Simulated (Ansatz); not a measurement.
Consider the ligand exchange at a B–C bond: `NBC[SiH2]Cl` + `O[SiH2]F` → `NBO[SiH2]F` + `C[SiH2]Cl`.

Computed with Ansatz on PBE0-D4/def2-TZVP structures; ΔE is electronic, products minus reactants. CBS: MP2 limit from def2 TZ/QZ plus the TZ coupled-cluster correction, frozen cores. Functionals use def2-TZVPP. B3LYP here is the variant with VWN-RPA as its local correlation; programs differ in this. Each species was taken in one conformer, which may not be the lowest.

```
             level  ΔE (kJ/mol)  difference from CCSD(T)/CBS
           PBE0-D4       -101.3                          3.6
          B3LYP-D4       -109.7                         -4.8
           ωB97X-V       -106.5                         -1.6
               PBE       -101.5                          3.4
             B3LYP       -115.1                        -10.2
SCS-MP2/def2-TZVPP       -108.5                         -3.6
CCSD(T)/def2-TZVPP       -105.8                         -0.9
     HF/def2-QZVPP       -129.6                        -24.7
     MP2/CBS(def2)       -103.1                          1.8
    CCSD/CBS(def2)       -107.8                         -2.9
       CCSD(T)/CBS       -104.9                            0
```

Largest T1 diagnostic among the species: 0.012.

The D4 term adds +5.5 kJ/mol with B3LYP and +3.1 kJ/mol with PBE0; it sums over pairs of atoms, weighted by their polarisabilities, and B3LYP, whose exchange is more repulsive, gets the larger term. In def2-TZVPP, CCSD(T) changes the Hartree–Fock value by +22.6 kJ/mol (the triples alone add +2.9 kJ/mol) and MP2 by +24.4 kJ/mol.
